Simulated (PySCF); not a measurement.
PySCF 2.14 output of an unrestricted PBE calculation on a single atom or ion in aug-cc-pVQZ-PP with ECP10MDF (7s6p5d3f2g, 89 functions), with scalar relativity through the core potential:

```
SCF conv_tol = 1e-09
number electrons alpha = 14  beta = 10
    J. P. Perdew, K. Burke, and M. Ernzerhof.,  Phys. Rev. Lett. 77, 3865 (1996)
    J. P. Perdew, K. Burke, and M. Ernzerhof.,  Phys. Rev. Lett. 78, 1396 (1997)
    J. P. Perdew, K. Burke, and M. Ernzerhof.,  Phys. Rev. Lett. 77, 3865 (1996)
    J. P. Perdew, K. Burke, and M. Ernzerhof.,  Phys. Rev. Lett. 78, 1396 (1997)
cycle= 1 E= -372.840021723531  delta_E= -0.00896  |g|= 0.0995  |ddm|= 0.946
cycle= 2 E= -372.840266721482  delta_E= -0.000245  |g|= 0.0859  |ddm|= 0.298
cycle= 3 E= -372.841147234122  delta_E= -0.000881  |g|= 0.00368  |ddm|= 0.16
cycle= 4 E= -372.841153257799  delta_E= -6.02e-06  |g|= 8.92e-05  |ddm|= 0.0148
cycle= 5 E= -372.841153264725  delta_E= -6.93e-09  |g|= 5.95e-06  |ddm|= 0.000252
cycle= 6 E= -372.841153264761  delta_E= -3.55e-11  |g|= 6.96e-07  |ddm|= 3.93e-05
converged SCF energy = -372.841153264761  <S^2> = 6.0004892  2S+1 = 5.0001957
```

The run itself started from symmetry-adapted Hartree-Fock orbitals and held the occupation by maximum overlap, on a logarithmic radial grid, so the iterations belong to that start.

Which element, charge and spin multiplicity is this?

Se (selenium, neutral), multiplicity 5; the state was [Ar] 3d10 4s2 4p3 4d1, high-spin 5D determinant (an excited configuration).

Energies and moments cover only the electrons outside the core potential. The outer electron is Rydberg-like, and this basis confines it to a smaller radius and binds it less than a complete one would. At PBE the highest occupied level has a positive energy, so only the finite basis holds that electron; for this excited configuration the basis is too tight for the outer shell.
